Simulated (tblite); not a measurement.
A geometry optimisation, step by step.

Species: C5H8ClOSi (doublet state).
SMILES with atom numbers: `[CH2:1]=[C:2]1[C@@H:3]([OH:4])[C@@:5]1([Cl:6])[CH2:7][SiH2:8]` (hydrogens: H9, H10 on C1; H11 on C3; H12 on O4; H13, H14 on C7; H15, H16 on Si8)
Bond orders are those of one Lewis drawing.

Computed with GFN2-xTB (tblite), gas phase: L-BFGS steps from a force-field or distance-geometry start until the largest atomic force falls under 0.01 eV/Å. 6 of its 101 geometries are shown.

Step 0: E = -679.7906 eV, largest atomic force 1.381 eV/Å
```
atom  x, y, z in Å  |  force x, y, z in eV/Å
C1     -1.635   -1.506    0.537    0.356   1.126  -0.522
C2     -0.971   -0.500   -0.037   -0.771  -0.556   0.007
C3     -1.111    0.901   -0.543   -1.163  -0.612  -0.423
O4     -1.290    1.890    0.412   -0.612  -0.179   0.846
C5      0.206    0.190   -0.591    0.312   0.153  -0.106
Cl6     0.782   -0.290   -2.206   -0.057  -0.112   0.266
C7      1.261    0.785    0.278    0.795   0.502   0.639
Si8     2.077   -0.502    1.364    0.276  -1.241  -0.020
H9     -1.162   -2.445    0.790   -0.069   0.165  -0.028
H10    -2.707   -1.398    0.767    0.710  -0.103  -0.159
H11    -1.639    1.065   -1.503    0.140   0.066   0.692
H12    -1.579    1.440    1.247    0.269   0.678  -0.862
H13     0.849    1.562    0.961   -0.030  -0.158  -0.893
H14     2.061    1.238   -0.331   -0.543   0.074   0.116
H15     1.376   -1.790    1.143    0.209   0.246   0.279
H16     3.472   -0.631    0.966    0.178  -0.046   0.169
```

Step 20: E = -680.1247 eV, largest atomic force 0.092 eV/Å
```
atom  x, y, z in Å  |  force x, y, z in eV/Å
C1     -1.592   -1.480    0.505   -0.006  -0.005   0.018
C2     -1.029   -0.437   -0.053    0.063  -0.045  -0.019
C3     -1.218    0.929   -0.561    0.001  -0.029   0.025
O4     -1.495    1.969    0.324   -0.002   0.038  -0.009
C5      0.163    0.255   -0.561   -0.008   0.006  -0.016
Cl6     0.733   -0.323   -2.147   -0.021   0.019   0.077
C7      1.290    0.753    0.314   -0.067   0.010  -0.009
Si8     2.167   -0.631    1.302   -0.025   0.029  -0.052
H9     -1.038   -2.368    0.762    0.013   0.011  -0.005
H10    -2.650   -1.486    0.720    0.002  -0.029   0.004
H11    -1.723    1.082   -1.509    0.081   0.008   0.015
H12    -1.574    1.609    1.215    0.016   0.068  -0.026
H13     0.886    1.523    0.977   -0.044  -0.027  -0.013
H14     2.010    1.267   -0.330   -0.007  -0.062   0.068
H15     1.471   -1.907    1.268   -0.022  -0.011  -0.010
H16     3.590   -0.745    1.030    0.025   0.020  -0.046
```

Step 40: E = -680.1597 eV, largest atomic force 0.181 eV/Å
```
atom  x, y, z in Å  |  force x, y, z in eV/Å
C1     -1.574   -1.496    0.535   -0.039  -0.004  -0.022
C2     -1.072   -0.414   -0.003    0.002   0.058   0.055
C3     -1.228    0.925   -0.599   -0.008  -0.012  -0.002
O4     -1.556    2.069    0.116   -0.090   0.028  -0.133
C5      0.142    0.253   -0.480   -0.007   0.098  -0.111
Cl6     0.851   -0.405   -1.972    0.011   0.029  -0.013
C7      1.203    0.748    0.470   -0.013  -0.004  -0.045
Si8     2.190   -0.706    1.212    0.041  -0.007   0.039
H9     -0.943   -2.345    0.737   -0.044  -0.045   0.124
H10    -2.620   -1.584    0.774   -0.061  -0.034  -0.027
H11    -1.695    0.987   -1.578    0.102  -0.030  -0.005
H12    -1.368    1.942    1.048    0.057  -0.043   0.166
H13     0.743    1.385    1.230   -0.013  -0.075  -0.034
H14     1.895    1.381   -0.091   -0.035   0.065   0.036
H15     1.494   -1.983    1.196    0.001   0.032   0.003
H16     3.531   -0.747    0.660    0.097  -0.057  -0.029
```

Step 60: E = -680.2169 eV, largest atomic force 0.096 eV/Å
```
atom  x, y, z in Å  |  force x, y, z in eV/Å
C1     -1.623   -1.476    0.584   -0.035   0.009   0.030
C2     -1.079   -0.433    0.006    0.038  -0.031   0.027
C3     -1.201    0.883   -0.655   -0.027  -0.019   0.017
O4     -1.613    2.045   -0.018    0.009  -0.012  -0.022
C5      0.156    0.242   -0.411    0.002  -0.035   0.020
Cl6     0.986   -0.404   -1.844    0.003  -0.011  -0.023
C7      1.142    0.734    0.619    0.041  -0.056  -0.029
Si8     2.328   -0.695    1.062   -0.061  -0.026  -0.010
H9     -1.035   -2.310    0.935    0.011   0.045  -0.039
H10    -2.688   -1.545    0.734   -0.040   0.018  -0.006
H11    -1.579    0.884   -1.671   -0.005   0.035  -0.048
H12    -1.156    2.125    0.826   -0.016   0.007   0.053
H13     0.607    1.078    1.504   -0.088   0.030   0.013
H14     1.695    1.581    0.215    0.032   0.074  -0.002
H15     1.560   -1.929    1.171    0.072  -0.032   0.054
H16     3.492   -0.770    0.200    0.064   0.003  -0.035
```

Step 80: E = -680.2357 eV, largest atomic force 0.053 eV/Å
```
atom  x, y, z in Å  |  force x, y, z in eV/Å
C1     -1.689   -1.429    0.586   -0.012  -0.002   0.001
C2     -1.103   -0.432   -0.026    0.018  -0.020  -0.033
C3     -1.180    0.887   -0.684   -0.013   0.004   0.001
O4     -1.576    2.049   -0.038   -0.003   0.049   0.019
C5      0.159    0.208   -0.422    0.027  -0.014  -0.028
Cl6     0.993   -0.426   -1.859   -0.027  -0.030   0.027
C7      1.128    0.687    0.629    0.007   0.021   0.004
Si8     2.421   -0.660    1.026   -0.004  -0.001   0.002
H9     -1.129   -2.269    0.963    0.026  -0.034   0.001
H10    -2.756   -1.455    0.729   -0.036   0.011  -0.002
H11    -1.531    0.923   -1.709   -0.007  -0.009  -0.018
H12    -1.236    2.051    0.864   -0.011  -0.005   0.006
H13     0.561    0.957    1.524    0.019  -0.003   0.016
H14     1.626    1.591    0.272    0.011   0.010   0.010
H15     1.799   -1.939    1.338   -0.022   0.004   0.008
H16     3.505   -0.734    0.064    0.027   0.018  -0.015
```

Step 100: E = -680.2382 eV, largest atomic force 0.009 eV/Å
```
atom  x, y, z in Å  |  force x, y, z in eV/Å
C1     -1.710   -1.425    0.576   -0.003  -0.002   0.004
C2     -1.108   -0.426   -0.017   -0.001  -0.003   0.004
C3     -1.172    0.890   -0.681   -0.002  -0.003  -0.003
O4     -1.554    2.061   -0.039    0.003  -0.002  -0.004
C5      0.162    0.199   -0.411   -0.003   0.006   0.006
Cl6     0.977   -0.484   -1.835    0.008   0.003  -0.003
C7      1.138    0.687    0.630    0.001   0.002  -0.001
Si8     2.447   -0.646    1.014    0.006   0.001  -0.001
H9     -1.159   -2.272    0.954   -0.009  -0.002  -0.002
H10    -2.781   -1.443    0.701   -0.004  -0.004   0.005
H11    -1.521    0.924   -1.707    0.000   0.005  -0.004
H12    -1.278    2.028    0.883    0.001   0.001   0.001
H13     0.579    0.950    1.532    0.002   0.003   0.003
H14     1.623    1.598    0.272   -0.005  -0.001  -0.006
H15     1.828   -1.921    1.347   -0.003  -0.007  -0.002
H16     3.522   -0.711    0.039    0.008   0.003   0.001
```

**Question.** Summarise the path.

**Answer.** The energy falls by 43.19 kJ/mol from step 0 to step 100; nine tenths of that is first reached at step 49. It rises by more than 0.2 meV at step 41. The largest force goes from 1.381 to 0.009 eV/Å. Among the bonds C7–Si8 changes most, from 1.871 to 1.907 Å; the atoms move by 0.521 Å rms after alignment.

**Question.** Follow the three bonds and two angles with the largest change from start to end.

**Answer.** 
| step | E above end (kJ/mol) | largest force (eV/Å) | C7–Si8 (Å) | C3–C5 (Å) | O4–H12 (Å) | C3–C5–C7 (°) | C1–C2–C5 (°) |
| --- | --- | --- | --- | --- | --- | --- | --- |
| 0 | 43.19 | 1.381 | 1.871 | 1.497 | 0.992 | 114.4 | 155.8 |
| 4 | 21.71 | 0.428 | 1.891 | 1.528 | 0.965 | 117.4 | 154.8 |
| 9 | 15.26 | 0.247 | 1.911 | 1.531 | 0.964 | 118.2 | 153.7 |
| 13 | 12.79 | 0.189 | 1.903 | 1.537 | 0.965 | 120.1 | 153.0 |
| 17 | 11.43 | 0.145 | 1.910 | 1.533 | 0.964 | 121.5 | 151.8 |
| 22 | 10.62 | 0.136 | 1.912 | 1.537 | 0.964 | 121.8 | 150.2 |
| 26 | 10.06 | 0.101 | 1.911 | 1.530 | 0.963 | 121.9 | 149.3 |
| 30 | 9.74 | 0.084 | 1.910 | 1.535 | 0.964 | 122.2 | 148.4 |
| 35 | 9.02 | 0.143 | 1.911 | 1.532 | 0.963 | 122.0 | 148.0 |
| 39 | 7.79 | 0.134 | 1.907 | 1.530 | 0.964 | 122.4 | 145.9 |
| 43 | 7.07 | 0.119 | 1.911 | 1.531 | 0.962 | 122.5 | 145.9 |
| 48 | 4.46 | 0.228 | 1.907 | 1.525 | 0.967 | 122.7 | 147.3 |
| 52 | 3.29 | 0.123 | 1.913 | 1.523 | 0.964 | 123.0 | 147.5 |
| 57 | 2.50 | 0.100 | 1.907 | 1.525 | 0.963 | 123.8 | 147.5 |
| 61 | 1.87 | 0.120 | 1.912 | 1.520 | 0.964 | 124.0 | 147.1 |
| 65 | 1.32 | 0.095 | 1.908 | 1.525 | 0.962 | 124.2 | 147.7 |
| 70 | 0.78 | 0.074 | 1.910 | 1.522 | 0.965 | 123.6 | 148.2 |
| 74 | 0.52 | 0.081 | 1.909 | 1.526 | 0.963 | 123.1 | 148.0 |
| 78 | 0.33 | 0.043 | 1.909 | 1.524 | 0.964 | 123.0 | 147.6 |
| 83 | 0.15 | 0.032 | 1.908 | 1.525 | 0.963 | 122.5 | 147.3 |
| 87 | 0.08 | 0.023 | 1.908 | 1.525 | 0.964 | 122.6 | 147.4 |
| 91 | 0.06 | 0.018 | 1.907 | 1.526 | 0.964 | 122.6 | 147.5 |
| 96 | 0.02 | 0.024 | 1.908 | 1.525 | 0.963 | 122.7 | 147.5 |
| 100 | 0.00 | 0.009 | 1.907 | 1.526 | 0.963 | 122.7 | 147.6 |

What follows is the cost of the whole relaxation. Hardware: one thread of an Arm Neoverse V1, shared host. Cost: 0.85 s.
